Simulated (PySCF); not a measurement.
Molecule: C5H13BO2Si, SMILES B(O)(/C=C\[Si](C)(C)C)O. Atoms near the plane z = 0.0 Å, at the GFN2-xTB optimised geometry (x, y, z in Å): C3 (0.2, -2.0, -0.5), C5 (1.4, 0.9, -0.6), C6 (0.6, 1.8, 0.0), B7 (-0.9, 1.8, 0.0), O8 (-1.6, 3.0, 0.0), O9 (-1.7, 0.7, 0.0), H13 (0.4, -1.9, 0.5), H14 (-0.8, -2.1, -0.6), H15 (0.7, -3.0, -0.8), H19 (2.5, 1.0, -0.5), H20 (1.1, 2.6, 0.5), H21 (-2.5, 2.9, 0.0), H22 (-1.2, -0.2, 0.1).

Method: B3LYP/def2-SVP (PySCF 2.14.0). Cells within 0.4 Å of a nucleus heavier than hydrogen are left out (blank, or x). The values are rescaled to run from 0 to 1.

```
|3333333221122223333333333|
|3444433210112223333333333|
|4444554210001223333333333|
|4445688895001233333333333|
|44569999x9922345433333333|
|44569999xx975799643333333|
|4456999999999999743333333|
|4445679999x99xx9844443333|
|333444599xx99xx9977644333|
|3333224999999999999954333|
|33321079x9999999999954333|
|33221069x9986699997544333|
|3332113999996568864444333|
|3332223799997666554443333|
|3333334699987666554443333|
|3333334567899986544444333|
|3333334457899997544444433|
|3333344458999997444444433|
|3333334456899996444444333|
|3333334444558985444333333|
|3333333444344565443333333|
|3333333333334444443333333|
|3333333333333444443333333|
|3333333333333344333333333|
|3333333333333333333333333|
```
Scale: ten equal steps from 0.000 (start of '0') to 1.00 (end of '9'), in the order '0123456789'; x runs from -5.00 to 5.00, y from -5.00 (bottom) to 5.00 (top).

Question: Which quantity is mapped?
A. Laplacian of the electron density
B. electron localisation function
C. electrostatic potential
D. log10 of the electron density

Answer: C, electrostatic potential. In full: electrostatic potential (hartree/e), clipped to [-0.08, 0.12].
